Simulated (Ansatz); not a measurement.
Isolated molecules relaxed with PBE0-D4/def2-TZVP in Ansatz; ΔE leaves out vibrations. CBS: MP2 limit from def2 TZ/QZ plus the TZ coupled-cluster correction, frozen cores. DFT in def2-TZVPP. Elements past krypton have def2 core potentials. For Sn outer-core shells are correlated without core-valence functions, which leaves a few kJ/mol of doubt a bond. Each species was taken in one conformer, which may not be the lowest.

Consider the ligand exchange at the Sn–C bond: `[SnH3][CH2]C1=CC1` + `O[SiH3]` → `[SiH3][O][SnH3]` + `CC1=CC1`.

`[SnH3][CH2]C1=CC1`:

Cartesian coordinates in Å:
```
Sn -1.988 0.538 0.312
C -0.279 0.439 -1.021
C 0.801 -0.297 -0.384
C 1.502 -1.366 -0.192
C 1.843 -0.206 0.691
H -3.255 1.368 -0.480
H -1.561 1.373 1.737
H -2.477 -1.052 0.690
H -0.611 -0.035 -1.946
H 0.006 1.473 -1.228
H 1.725 -2.392 -0.429
H 2.750 0.373 0.508
H 1.543 -0.217 1.742
```

`O[SiH3]`:

Cartesian coordinates in Å:
```
O 1.126 -0.251 -0.558
Si -0.257 0.222 0.203
H 1.139 -1.118 -0.965
H -1.414 0.260 -0.732
H 0.012 1.580 0.727
H -0.606 -0.693 1.325
```

`[SiH3][O][SnH3]`:

Cartesian coordinates in Å:
```
Si -0.700 1.360 0.575
O -0.169 0.363 -0.596
Sn 0.716 -1.386 -0.685
H -1.735 0.701 1.424
H -1.294 2.569 -0.053
H 0.412 1.784 1.476
H 0.887 -1.667 -2.351
H -0.322 -2.500 0.082
H 2.205 -1.224 0.127
```

`CC1=CC1`:

Z-matrix (Å, degrees):
```
C
C 1 1.466
H 1 1.091 2 111.7
H 1 1.094 2 110.4 3 121.1
H 1 1.094 2 110.4 3 -121.1
C 2 1.289 1 152.0 3 0.0
C 2 1.499 1 143.5 3 -180.0
H 6 1.077 2 150.1 1 0.0
H 7 1.092 2 119.7 1 -74.1
H 7 1.092 2 119.7 1 74.1
```

| level | ΔE (eV) |
| --- | --- |
| PBE-D4 | -0.42 |
| PBE0 | -0.46 |
| HF/def2-TZVPP | -0.73 |
| HF/CBS(def2) | -0.76 |

Q: What does CCSD(T)/CBS give? (Estimate.)

A: Computed: -0.50 eV. The listed levels differ from it by 0.08, 0.04, -0.23, -0.26 eV.

Largest T1 diagnostic among the species: 0.013.

In def2-TZVPP, CCSD(T) changes the Hartree–Fock value by +0.26 eV (the triples alone add +0.03 eV) and MP2 by +0.31 eV. The D4 term adds +0.04 eV with B3LYP and +0.02 eV with PBE0; it sums over pairs of atoms, weighted by their polarisabilities, and B3LYP, whose exchange is more repulsive, gets the larger term.

B3LYP here is the variant with VWN-RPA as its local correlation; programs differ in this.
